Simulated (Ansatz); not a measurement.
`[F][Ga-]([F])([F])[SH2+]`. Total charge 0; spin multiplicity 1. The geometry is a stationary point of PBE0-D4/def2-TZVP. It is one conformer, not always the lowest.

```xyz
7

F     0.311    0.924    1.740
Ga   -0.578   -0.240    0.777
F    -0.625   -1.892    1.334
F    -1.961    0.362   -0.116
S     1.007   -0.323   -1.138
H     1.668    0.760   -0.690
H     0.179    0.409   -1.907
```

(1) What is the dipole moment at B3LYP/def2-TZVPP? (An estimate is asked.)

(2) And with PBE, r2SCAN, ωB97M-V? (Estimate.)

(3) Give the Mulliken charges with B3LYP, PBE, r2SCAN in def2-TZVPP. (Estimate.)

## Answers

(1) Computed: 5.08 D, with components (3.04, 0.89, -3.97) D in this frame, pointing from negative to positive charge.

(2) The calculation gave: PBE 4.97 D, r2SCAN 5.07 D, ωB97M-V 5.04 D.

(3) Computed: 
| atom | B3LYP | PBE | r2SCAN |
| --- | --- | --- | --- |
| F1 | -0.39 | -0.35 | -0.39 |
| Ga2 | 0.89 | 0.75 | 0.88 |
| F3 | -0.38 | -0.34 | -0.38 |
| F4 | -0.39 | -0.35 | -0.39 |
| S5 | -0.05 | -0.06 | -0.03 |
| H6 | 0.16 | 0.17 | 0.15 |
| H7 | 0.16 | 0.17 | 0.15 |

B3LYP here is the variant with VWN-RPA as its local correlation; programs differ in this.
